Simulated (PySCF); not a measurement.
C3H7O2, SMILES COCC[O], multiplicity 2.

Geometry optimised at PBE-D3(BJ)/def2-SVP. The isomer is the one that the SMILES or the coordinates give; other isomers of the formula were not compared. The values are those of a single conformer.

Computed with PBE-D3(BJ)/def2-SVP (PySCF 2.14.0).

Harmonic, unscaled wavenumbers; measured fundamentals usually lie a few per cent lower.

**Question.** Estimate the vibrational spectrum. (Estimate from the structure and the level; the computed values follow.)

**Answer.** 
| mode | ν (cm⁻¹) | IR (km/mol) | moving atoms (share of kinetic energy) |
|---|---|---|---|
| 1 | 97 | 3.0 | H 48 %, C 34 %, O 18 % |
| 2 | 130 | 3.8 | H 55 %, C 25 %, O 19 % |
| 3 | 163 | 4.2 | H 50 %, C 32 %, O 18 % |
| 4 | 294 | 6.4 | O 47 %, C 35 %, H 19 % |
| 5 | 358 | 8.2 | O 43 %, C 31 %, H 26 % |
| 6 | 453 | 24.6 | O 41 %, H 34 %, C 25 % |
| 7 | 612 | 107.4 | C 61 %, H 34 % |
| 8 | 775 | 41.6 | H 60 %, C 37 % |
| 9 | 939 | 11.5 | C 55 %, H 29 %, O 16 % |
| 10 | 994 | 33.8 | H 45 %, C 43 %, O 12 % |
| 11 | 1082 | 54.9 | H 73 %, C 23 % |
| 12 | 1119 | 47.1 | H 47 %, C 34 %, O 19 % |
| 13 | 1122 | 2.2 | H 74 %, C 20 % |
| 14 | 1180 | 41.7 | H 55 %, C 24 %, O 21 % |
| 15 | 1219 | 44.4 | H 58 %, C 22 %, O 20 % |
| 16 | 1242 | 7.4 | H 75 %, C 13 %, O 12 % |
| 17 | 1250 | 31.8 | H 46 %, O 30 %, C 24 % |
| 18 | 1295 | 12.8 | H 74 %, C 17 %, O 9 % |
| 19 | 1401 | 8.6 | H 96 % |
| 20 | 1402 | 0.7 | H 90 % |
| 21 | 1418 | 6.9 | H 95 % |
| 22 | 1428 | 9.7 | H 89 %, C 11 % |
| 23 | 1446 | 9.7 | H 86 %, C 14 % |
| 24 | 2748 | 28.5 | H 95 % |
| 25 | 2827 | 106.1 | H 91 %, C 9 % |
| 26 | 2908 | 29.0 | H 97 % |
| 27 | 2951 | 42.8 | H 94 % |
| 28 | 2977 | 40.3 | H 90 %, C 10 % |
| 29 | 3070 | 14.3 | H 91 %, C 9 % |
| 30 | 3079 | 13.0 | H 91 %, C 9 % |
